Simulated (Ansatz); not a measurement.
The same molecule with X = O, S, Se. Ansatz, PBE0-D4/def2-TZVP geometries, multiplicity 1.

Scalar relativity is left out up to krypton.

| X | molecule | mean X–Ga bond length / Å | mean X–H bond length / Å | HOMO–LUMO gap (PBE0/def2-TZVPP) / eV | HOMO energy (ωB97M-V/def2-TZVPP) / eV | zero-point energy (PBE0-D4/def2-TZVP) / kJ/mol |
| --- | --- | --- | --- | --- | --- | --- |
| O | `[OH2+][GaH3-]` | 2.197 | 0.962 | 7.12 | -10.01 | 117.3 |
| Se | `[GaH3-][SeH2+]` | 2.713 | 1.469 | 7.11 | -10.13 | 94.5 |

Task: Give the row for X = S, `[SH2+][GaH3-]`. (Best estimate.)

Result: The calculation gave: 
```json
{"X": "S", "molecule": "`[SH2+][GaH3-]`", "mean X–Ga bond length / Å": "2.599", "mean X–H bond length / Å": "1.343", "HOMO–LUMO gap (PBE0/def2-TZVPP) / eV": "7.44", "HOMO energy (ωB97M-V/def2-TZVPP) / eV": "-10.14", "zero-point energy (PBE0-D4/def2-TZVP) / kJ/mol": "99.5"}
```

From O to Se the mean X–Ga bond length rises at each step, by 0.516 Å in all; the mean X–H bond length rises at each step, by 0.507 Å in all; the HOMO–LUMO gap (PBE0/def2-TZVPP) isn't monotonic: highest at S, lowest at Se; the HOMO energy (ωB97M-V/def2-TZVPP) isn't monotonic: highest at O, lowest at S; the zero-point energy (PBE0-D4/def2-TZVP) falls at each step, by 22.8 kJ/mol in all. Bonds lengthen as the atom grows down the group.

Spin–orbit coupling is left out; it splits and shifts lone-pair levels of the heavy atoms by tenths of an eV.
